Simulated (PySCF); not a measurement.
GeH7NOSi, SMILES [GeH3][O][SiH2]N.

Geometry optimised at PBE0-D3(BJ)/def2-SVP. This is a generated structure with no PubChem entry under its InChIKey; it may be hypothetical. Other conformers were not sampled.

Level of theory: TDA-PBE/def2-SVPD (PySCF).

Vertical excitations. Gas-phase values at a fixed geometry.

Computed excitation energies, oscillator strengths and character:
| state | energy (eV) | λ (nm) | f | main pairs |
|---|---|---|---|---|
| S1 | 5.80 | 214 | 0.129 | HOMO→LUMO 97 % |
| S2 | 6.00 | 207 | 0.009 | HOMO→LUMO+1 96 % |
| S3 | 6.08 | 204 | 0.001 | HOMO−1→LUMO 99 % |
| S4 | 6.27 | 198 | 0.015 | HOMO→LUMO+2 95 % |
| S5 | 6.44 | 193 | 0.012 | HOMO−1→LUMO+1 99 % |
| S6 | 6.64 | 187 | 0.018 | HOMO−1→LUMO+2 98 % |
| S7 | 6.70 | 185 | 0.012 | HOMO−2→LUMO 97 % |
| S8 | 6.95 | 178 | 0.012 | HOMO→LUMO+3 98 % |
| S9 | 7.08 | 175 | 0.048 | HOMO−2→LUMO+1 95 % |
| S10 | 7.11 | 174 | 0.000 | HOMO→LUMO+4 100 % |
| T1 | 5.45 | 227 | 0 | HOMO→LUMO 99 % |
| T2 | 5.83 | 213 | 0 | HOMO−1→LUMO 99 % |
| T3 | 5.90 | 210 | 0 | HOMO→LUMO+1 83 %, HOMO→LUMO+2 16 % |
| T4 | 6.05 | 205 | 0 | HOMO→LUMO+2 83 %, HOMO→LUMO+1 16 % |
Triplets are in the Tamm–Dancoff approximation.
